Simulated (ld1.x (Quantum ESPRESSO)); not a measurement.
u(r) = r·R(r): atom against pseudo-atom (oxygen)

Columns: radius, all-electron u(r) and pseudo u(r) of the 2s shell (level -39.76 eV) of oxygen in the configuration [He] 2s2 2p3; BP86, scalar-relativistic, PAW scheme, ld1.x (Quantum ESPRESSO) 7.5.

```json
{"r (bohr)": "0.078", "all-electron": "0.4236", "pseudo": "-0.1052"}
{"r (bohr)": "0.155", "all-electron": "0.3758", "pseudo": "-0.2120"}
{"r (bohr)": "0.232", "all-electron": "0.1509", "pseudo": "-0.3238"}
{"r (bohr)": "0.310", "all-electron": "-0.1214", "pseudo": "-0.4418"}
{"r (bohr)": "0.388", "all-electron": "-0.3762", "pseudo": "-0.5619"}
{"r (bohr)": "0.465", "all-electron": "-0.5863", "pseudo": "-0.6776"}
{"r (bohr)": "0.542", "all-electron": "-0.7487", "pseudo": "-0.7837"}
{"r (bohr)": "0.620", "all-electron": "-0.8659", "pseudo": "-0.8744"}
{"r (bohr)": "0.698", "all-electron": "-0.9409", "pseudo": "-0.9415"}
{"r (bohr)": "0.775", "all-electron": "-0.9804", "pseudo": "-0.9804"}
{"r (bohr)": "0.852", "all-electron": "-0.9923", "pseudo": "-0.9923"}
{"r (bohr)": "0.930", "all-electron": "-0.9828", "pseudo": "-0.9828"}
{"r (bohr)": "1.008", "all-electron": "-0.9571", "pseudo": "-0.9571"}
{"r (bohr)": "1.085", "all-electron": "-0.9202", "pseudo": "-0.9202"}
{"r (bohr)": "1.162", "all-electron": "-0.8756", "pseudo": "-0.8756"}
{"r (bohr)": "1.240", "all-electron": "-0.8255", "pseudo": "-0.8255"}
{"r (bohr)": "1.318", "all-electron": "-0.7727", "pseudo": "-0.7727"}
{"r (bohr)": "1.395", "all-electron": "-0.7195", "pseudo": "-0.7195"}
{"r (bohr)": "1.472", "all-electron": "-0.6667", "pseudo": "-0.6667"}
{"r (bohr)": "1.550", "all-electron": "-0.6144", "pseudo": "-0.6144"}
{"r (bohr)": "1.628", "all-electron": "-0.5640", "pseudo": "-0.5640"}
{"r (bohr)": "1.705", "all-electron": "-0.5166", "pseudo": "-0.5166"}
{"r (bohr)": "1.782", "all-electron": "-0.4719", "pseudo": "-0.4719"}
{"r (bohr)": "1.860", "all-electron": "-0.4293", "pseudo": "-0.4293"}
{"r (bohr)": "1.938", "all-electron": "-0.3897", "pseudo": "-0.3897"}
{"r (bohr)": "2.015", "all-electron": "-0.3534", "pseudo": "-0.3534"}
```

Question: How many radial nodes do the two functions have?

Answer: The all-electron 2s function has n − l − 1 = 1; the pseudo-wave has 0, since the states of the same l below it are removed with the core.

Question: At about which radius was the pseudo-wave matched?

Answer: 0.75 bohr, where the columns begin to agree (steps of 0.08 bohr).

Question: Is the pseudo-wave norm-conserving?

Answer: No, it belongs to a PAW set: the norm inside the radius is not constrained, and the difference is carried by the augmentation charge.
